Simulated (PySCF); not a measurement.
C3H5BN2O.

```xyz
12

N      0.0091     2.3748     0.0000
B      0.0856     0.9710     0.0000
C      1.3340     0.0785     0.0000
C      1.1125    -1.2665     0.0000
N     -0.1493    -1.8499     0.0000
C     -1.1676    -1.0657     0.0000
O     -1.1490     0.2714     0.0000
H     -0.8722     2.8756     0.0000
H      0.8277     2.9699     0.0000
H      2.3668     0.4396     0.0000
H      1.9343    -1.9918     0.0000
H     -2.1850    -1.4716     0.0000
```
Charge 0, spin multiplicity 1.

The structure is a stationary point at TPSSh-D3(BJ)/def2-SVP. The structure was generated by enumeration, and PubChem lists no compound with its InChIKey, so it may never have been made. One conformer was computed; it need not be the lowest.

These are PBE/pcSseg-1 in PySCF values and carry that method's errors. Non-relativistic, no solvent.

### Question
Give the absolute GIAO shielding of each atom: isotropic value and principal components (ppm). (An estimate is asked for; the answer gives what the named calculation found.)

### Answer

| atom | σ(iso) | σ11 | σ22 | σ33 | span |
|---|---|---|---|---|---|
| N1 | 191.8 | 141.2 | 198.9 | 235.4 | 94.2 |
| B2 | 70.4 | 33.9 | 75.9 | 101.2 | 67.3 |
| C3 | 59.8 | -54.5 | 64.6 | 169.2 | 223.7 |
| C4 | 19.4 | -100.8 | 30.1 | 128.9 | 229.7 |
| N5 | -18.4 | -181.8 | -120.8 | 247.4 | 429.2 |
| C6 | 25.0 | -54.4 | 43.9 | 85.4 | 139.8 |
| O7 | 66.5 | -89.8 | -21.2 | 310.4 | 400.3 |
| H8 | 28.4 | 22.9 | 25.8 | 36.6 | 13.7 |
| H9 | 28.7 | 23.0 | 26.7 | 36.3 | 13.3 |
| H10 | 25.3 | 22.8 | 24.7 | 28.4 | 5.5 |
| H11 | 23.5 | 20.7 | 22.3 | 27.5 | 6.8 |
| H12 | 23.8 | 18.7 | 25.1 | 27.4 | 8.7 |
